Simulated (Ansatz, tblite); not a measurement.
Cost and result up the ladder for Li10F10 (relaxed from a model of 2x2x5 LiF rock-salt block, whose bonding it doesn't keep) (20 atoms). The state is a singlet with charge 0. Geometry: PBE-D4/def2-SVP.

```xyz
20

Li   -1.865    2.788    1.781
F    -1.282    1.082    1.626
Li   -0.525   -0.491    1.115
F     0.116   -2.173    0.850
Li    0.913   -3.679    0.240
F    -0.284    3.623    1.462
Li    0.426    1.969    1.067
F     1.220    0.350    0.729
Li    1.838   -1.318    0.284
F     2.549   -2.973   -0.110
F    -2.549    2.973    0.110
Li   -1.838    1.318   -0.284
F    -1.220   -0.350   -0.728
Li   -0.426   -1.969   -1.067
F     0.284   -3.623   -1.462
Li   -0.913    3.679   -0.240
F    -0.116    2.173   -0.850
Li    0.525    0.491   -1.115
F     1.282   -1.082   -1.626
Li    1.865   -2.788   -1.781
```

Ansatz on 4 threads of Arm Neoverse V2 on a shared host; xTB runs through tblite on one thread. Times are rough, summed over both states, and most runs start from the orbitals of an earlier one. PBE0-D4/def2-SVP serves as the yardstick here, not as an exact answer. The other state is a doublet.

The xTB rows come from tblite. HOMO above LUMO, or a gap near zero within one spin, warns that the state may not be the lowest or that an electron is smeared out.

Raw xTB energies of ions are shifted by several eV.

```tsv
level	functions	vertical IE (eV)	difference from PBE0-D4/def2-SVP (eV)	remarks
PBE0-D4/def2-SVP	230	10.94	0.00	–
GFN2-xTB	80	13.06	2.12	–
GFN1-xTB	80	12.70	1.76	–
PBE-D4/def2-SVP	230	9.59	-1.35	gap within one spin near zero (+1 doublet)
```

(1) Estimate how long each takes.

Results:

(1) GFN2-xTB 0.048 s; GFN1-xTB 0.051 s; PBE-D4/def2-SVP 24 s; PBE0-D4/def2-SVP 29 s. On shared hardware such times vary by a factor of up to 3.
